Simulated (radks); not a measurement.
Q: Species: the neodymium ion Nd+. Configuration: [Xe] 4f4 6s1. Method: scalar-relativistic Kohn-Sham, PBE, spin-polarised, spherical densities, point nucleus; open shells are filled with parallel spins first (spin-orbit coupling, left out, can overturn this in heavy ions); computed with a radial shooting solver on a logarithmic mesh with Libxc functionals. Some entries of the table are withheld. Estimate them.

orbital  occ.  eigenvalue (eV)  <1/r> (bohr^-1)  <r> (bohr)
1s up       1        -43409.19            66.06     0.02363
1s down     1        -43409.19            66.06     0.02363
2s up       1        -7025.592            15.26      0.1010
2s down     1        -7025.578            15.26      0.1010
2p up       3        -6280.707            14.39     0.08880
2p down     3        -6280.698            14.39     0.08880
3s up       1        -1528.852            5.562      0.2664
3s down     1        -1527.793            5.565      0.2662
3p up       3        -1293.970            5.255      0.2646
3p down     3        -1292.915            5.258      0.2644
3d up       5        -968.1545            4.986      0.2418
3d down     5        -967.3389            4.989      0.2416
4s up       1        -309.6238            2.326      0.6075
4s down     1        -306.7331            2.327      0.6072
4p up       3        -232.7401            2.142      0.6434
4p down     3        -229.8238            2.143      0.6431
4d up       5        -123.4901              (1)      0.7074
4d down     5        -120.5414              (2)      0.7074
5s up       1         -47.1038           0.9011       1.468
5s down     1         -45.1605           0.8903       1.482
5p up       3              (3)           0.7599         (4)
5p down     3              (5)           0.7489         (6)
6s up       1          -8.5616           0.3164       3.972
4f up       4          -8.5122            1.257       1.090
4f down     0          -5.9234            1.221       1.151

A: 
(1) 4d up <1/r> (bohr^-1): 1.872
(2) 4d down <1/r> (bohr^-1): 1.872
(3) 5p up eigenvalue (eV): -28.5803
(4) 5p up <r> (bohr): 1.718
(5) 5p down eigenvalue (eV): -27.0158
(6) 5p down <r> (bohr): 1.738
